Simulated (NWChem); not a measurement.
Molecule: C6H4Cl, doublet; SMILES Clc1c[c]ccc1

Results from NWChem. Spin-unrestricted. In the optimisation the excess spin sits in a' (Cs, its own frame). Geometry: optimised at PBE-D3(BJ)/def2-SVP, spin-unrestricted. No stability test was run on the SCF state. Vertical excitations in the gas phase. Excited states of an open shell can be spin-contaminated.

Question: What does the run give for B3LYP/def2-SVP, TDA? Quantities: lowest excitation (eV); oscillator strength of that lowest state; lowest empty minus highest occupied level, either spin (eV).

Answer: 
- lowest excitation (eV) = 2.87
- oscillator strength of that lowest state = 0.001
- lowest empty minus highest occupied level, either spin (eV) = 4.28
